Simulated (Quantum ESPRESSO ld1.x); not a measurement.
Nd2+, configuration [Xe] 4f4. Method: Dirac Kohn-Sham, PBE, spin-unpolarised, spherical densities, point nucleus; open shells fill j = l - 1/2 first; computed with ld1.x of Quantum ESPRESSO 7.5. Some entries of the table are withheld. Estimate them.

orbital,occ.,eigenvalue (hartree),<1/r> (bohr^-1),r(max) (bohr)
1s1/2,2,-1594.04,(1),0.015
2s1/2,2,-258.094,15.64,0.085
2p1/2,2,-244.182,15.62,(2)
2p3/2,4,-225.069,14.03,(3)
3s1/2,2,-56.3517,5.665,0.243
3p1/2,2,-50.4144,5.578,0.232
3p3/2,4,-46.5988,5.182,0.243
3d3/2,4,(4),5.052,(5)
3d5/2,6,(6),4.951,(7)
4s1/2,2,-11.5778,2.352,0.568
4p1/2,2,-9.33797,2.246,0.572
4p3/2,4,-8.51141,2.114,0.600
4d3/2,4,-4.83284,1.893,0.615
4d5/2,6,-4.68690,1.860,0.625
5s1/2,2,-1.95891,0.9017,1.33
5p1/2,2,-1.36171,0.7926,1.45
5p3/2,4,-1.24965,0.7470,1.52
4f5/2,4,-0.53895,1.261,0.661
4f7/2,0,-0.52400,1.245,0.666

Answer. 
(1) 1s1/2 <1/r> (bohr^-1): 66.06
(2) 2p1/2 r(max) (bohr): 0.066
(3) 2p3/2 r(max) (bohr): 0.070
(4) 3d3/2 eigenvalue (hartree): -36.2672
(5) 3d3/2 r(max) (bohr): 0.194
(6) 3d5/2 eigenvalue (hartree): -35.4424
(7) 3d5/2 r(max) (bohr): 0.197
